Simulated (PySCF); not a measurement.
## Electric field gradients and quadrupole coupling constants

H11NSi4.
Cartesian coordinates in Å at the PBE0-D3(BJ)/def2-SVP level; atoms count from 1:
```xyz
16
H11NSi4 angstrom
Si     2.575   -0.426    0.057
Si     0.641    0.036   -1.191
N     -0.756    0.152   -0.127
Si    -0.934    1.526    0.948
Si    -1.936   -1.145   -0.111
H      3.785   -0.530   -0.816
H      2.391   -1.719    0.788
H      2.800    0.656    1.067
H      0.816    1.296   -1.981
H      0.377   -1.088   -2.146
H     -0.916    1.111    2.383
H     -2.211    2.259    0.691
H      0.220    2.441    0.691
H     -2.930   -0.830    0.960
H     -2.645   -1.261   -1.422
H     -1.291   -2.460    0.187
```

Field gradients from the PBE0/pcSseg-1 density (PySCF, non-relativistic), principal values in atomic units, ordered |Vxx| ≤ |Vyy| ≤ |Vzz|:

| atom | Vxx | Vyy | Vzz |
| --- | --- | --- | --- |
| N3 | 0.3097 | 0.3253 | -0.6350 |

Find the asymmetry η = (Vxx − Vyy)/Vzz and the couplings χ = eQV/h (234.96 MHz × Q in barn × V in au), with Q(14N) = 0.02044 b.

```json
{"atom": "N3", "environment": "nitrogen bridging silicon atoms", "nucleus": "14N", "η": "0.02", "χzz (MHz)": "-3.050", "χxx (MHz)": "1.487", "χyy (MHz)": "1.562"}
```

The gradient is axial or nearly so (η below 0.05) at N3. 

What is Vzz at N3 in SI units (1 au = 9.71736 × 10²¹ V/m²)?

-0.6350 au = -6.170 × 10²¹ V/m².

And the gradient at the other heavy atoms, for which no coupling is worked out here?

```csv
atom,environment,Vzz (au),η
Si1,SiH3 silicon,-0.030,0.26
Si2,SiH2 silicon,0.342,0.10
Si4,SiH3 silicon,0.349,0.07
Si5,SiH3 silicon,0.348,0.08
```

What couplings would deuterons (Q(2H) = 0.00286 b) have in place of the hydrogens, at this geometry?

| atom | bonded to | bond length (Å) | Vzz (au) | η | χzz (kHz) |
| --- | --- | --- | --- | --- | --- |
| H6 | Si1 | 1.496 | 0.1409 | 0.01 | 95 |
| H7 | Si1 | 1.496 | 0.1410 | 0.01 | 95 |
| H8 | Si1 | 1.497 | 0.1406 | 0.01 | 94 |
| H9 | Si2 | 1.497 | 0.1379 | 0.05 | 93 |
| H10 | Si2 | 1.498 | 0.1360 | 0.08 | 91 |
| H11 | Si4 | 1.495 | 0.1378 | 0.04 | 93 |
| H12 | Si4 | 1.495 | 0.1380 | 0.04 | 93 |
| H13 | Si4 | 1.495 | 0.1368 | 0.07 | 92 |
| H14 | Si5 | 1.495 | 0.1364 | 0.07 | 92 |
| H15 | Si5 | 1.495 | 0.1381 | 0.04 | 93 |
| H16 | Si5 | 1.495 | 0.1373 | 0.04 | 92 |

Geometry: PBE0-D3(BJ)/def2-SVP, one conformer, isolated molecule. With a basis this small, the couplings can be 20 % off.
